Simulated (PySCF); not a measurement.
Excitation energy of Tl by level of theory

Tl [Xe] 4f14 5d10 6s2 6p1 (2P) → Tl [Xe] 4f14 5d10 6s1 6p2 (4P), as a difference of total energies. Computed with PySCF 2.14 in aug-cc-pwCVTZ-DK3 with one added diffuse shell each of s, d, f type (12s10p9d6f1g, 138 functions), with scalar relativity by spin-free X2C-1e. The calculations carry no spin-orbit coupling.

```
method  excitation energy (eV)
   UHF                   4.314
M06-2X                   5.565
 B97-3                   6.173
```

Spin-orbit coupling is strong in these open shells (close to jj coupling). The scalar numbers leave it out and a first-order estimate fails, so it can dominate the gap to the real levels.
